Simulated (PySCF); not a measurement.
CH3Cl3Si, SMILES Cl[Si](Cl)(C)Cl (connectivity only; charge and spin as stated), charge +1, multiplicity 2. Coordinates come from a B3LYP-D3(BJ)/def2-SVP optimisation. The multiplicity is an assumed one; no other spin state was optimised. The isomer is the one that the SMILES or the coordinates give; other isomers of the formula were not compared.

Calculation: B3LYP-D3(BJ)/def2-SVP run with PySCF.

Harmonic wavenumbers (cm⁻¹): 131, 132, 174, 180, 180, 223, 350, 436, 548, 548, 658, 658, 1118, 1372, 1372, 3040, 3222, 3222. Rotational constants (GHz): 1.709, 1.709, 1.211; symmetry number 3.

Problem. Work out the zero-point energy and the ideal-gas rigid-rotor harmonic-oscillator thermochemistry at 298.15 K and 1 atm.

Solution. ZPE = ½ Σ hcν = ½ × 17563 cm⁻¹ = 25.11 kcal/mol. H − E(el) = 30.61 kcal/mol. Entropy in cal/(mol K): translation 40.92, rotation 26.72, vibration 18.75, spin 1.38, total 87.76. G − E(el) = 4.44 kcal/mol. Cp = 26.79 cal/(mol K). Modes under 150 cm⁻¹ make the vibrational entropy uncertain.
